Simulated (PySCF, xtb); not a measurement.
C4H5BO2. Atoms are numbered in the order given.

```xyz
12

C      2.7599     0.3461    -0.6652
C      1.6450    -0.0724    -0.3899
B      0.2287    -0.5656    -0.0867
O     -0.1124    -1.8786    -0.1020
C     -0.9089     0.4678     0.3609
C     -2.0407     0.8897    -0.5357
O     -0.8011     0.8589     1.5148
H      3.7417     0.7176    -0.9007
H      0.6429    -2.4617    -0.2628
H     -2.7001     1.6018    -0.0184
H     -1.6386     1.3414    -1.4589
H     -2.6132    -0.0006    -0.8480
```
Charge 0, spin multiplicity 1.

The structure is a stationary point at r2SCAN-D4/def2-SVP. The structure was generated by enumeration, and PubChem lists no compound with its InChIKey, so it may never have been made. The values are those of a single conformer.

Calculation: C-PCM-B3LYP/def2-SVP (PySCF 2.14.0).

The values are the electrostatic part of the solvation free energy, E(continuum) − E(gas) at the gas-phase geometry, in a cavity of scaled van der Waals radii (PySCF's table); cavitation and dispersion terms are not included. In vacuum the orbital gap is 4.90 eV. The dipole moment in vacuum is 3.39 D.

Computed values in water (ε = 78.36), ethylethanoate (ε = 5.99), chlorobenzene (ε = 5.70):
| solvent | ε | ΔG(elec) (kcal/mol) | dipole (D) | gap (eV) |
|---|---|---|---|---|
| water | 78.36 | -8.7 | 4.34 | 5.15 |
| ethylethanoate | 5.99 | -7.1 | 4.16 | 5.10 |
| chlorobenzene | 5.70 | -7.0 | 4.15 | 5.10 |

For comparison, GFN2-xTB/ALPB(water) (xtb, at the GFN2-xTB geometry, all terms of that model) gives -8.0 kcal/mol.
